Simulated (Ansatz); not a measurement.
Geometry optimisation, RKS B3LYP/def2-mTZVP (Ansatz).

Input:

```yaml
crystal:
  periodic: [false, false, false]
  atoms:
    - { symbol: B, position_ang: [-2.0809, 0.821, 0.6844] }
    - { symbol: O, position_ang: [-1.4645, -0.4348, 0.7616] }
    - { symbol: Si, position_ang: [-0.27, -0.4205, -0.4636] }
    - { symbol: "N", position_ang: [0.3242, -2.0965, -0.8047] }
    - { symbol: Si, position_ang: [1.5498, 0.7093, 0.2577] }
    - { symbol: H, position_ang: [-3.081, 1.0117, -0.0176] }
    - { symbol: H, position_ang: [-1.7238, 1.7759, 1.3319] }
    - { symbol: H, position_ang: [-0.6926, 0.2064, -1.7029] }
    - { symbol: H, position_ang: [1.0289, -2.0411, -1.4575] }
    - { symbol: H, position_ang: [0.6625, -2.4917, 0.102] }
    - { symbol: H, position_ang: [2.0486, 0.0884, 1.5236] }
    - { symbol: H, position_ang: [2.6109, 0.7052, -0.743] }
    - { symbol: H, position_ang: [1.1083, 2.132, 0.5431] }
basis:
  gaussian: { orbitals: def2-mTZVP }
hamiltonian:
  xc: b3lyp
relax:
  f_tol: 0.015
  max_steps: 40
```

Launched with:

```bash
$ ansatz run input.yaml --threads 2 --pin off --max-ram 3072MiB --backend cpu --events-out ev --progress --plain --runs-dir out
```

Question: Where does it end, and by what steps?

Answer: The run converged. The force dipped under the threshold on the way, but the program's further checks kept it going. After 18 steps the energy has fallen by 1.283 eV; H9 moved furthest, 1.19 Å.

| step | energy less start (eV) | largest force component (eV/Å) | accepted |
| --- | --- | --- | --- |
| 0 | 0.0000 | 3.261 | yes |
| 1 | -0.5298 | 1.437 | yes |
| 2 | -0.7057 | 1.026 | yes |
| 3 | -0.8978 | 0.841 | yes |
| 4 | -0.9879 | 0.404 | yes |
| 5 | -1.0587 | 0.262 | yes |
| 6 | -1.1151 | 0.336 | yes |
| 7 | -1.1713 | 0.554 | yes |
| 8 | -1.2300 | 0.432 | yes |
| 9 | -1.2573 | 0.348 | yes |
| 10 | -1.2410 | 0.837 | no |
| 11 | -1.2704 | 0.221 | yes |
| 12 | -1.2799 | 0.086 | yes |
| 13 | -1.2815 | 0.055 | yes |
| 14 | -1.2819 | 0.038 | yes |
| 15 | -1.2821 | 0.042 | yes |
| 16 | -1.2826 | 0.007 | yes |
| 17 | -1.2827 | 0.010 | yes |
| 18 | -1.2827 | 0.009 | yes |

```xyz
13
Properties=species:S:1:pos:R:3
B -2.117 0.696 0.735
O -1.579 0.050 -0.318
Si -0.012 -0.298 -0.838
N 0.388 -1.965 -0.715
Si 1.592 0.939 0.366
H -3.307 0.736 0.829
H -1.413 1.215 1.556
H -0.035 0.026 -2.281
H 0.003 -2.643 -1.360
H 0.619 -2.396 0.169
H 1.770 0.387 1.735
H 2.894 0.848 -0.342
H 1.218 2.371 0.478
```

Time of the run: 86 s on 2 threads of Arm Neoverse V1, with other jobs on the host, peak memory 0.31 GiB.
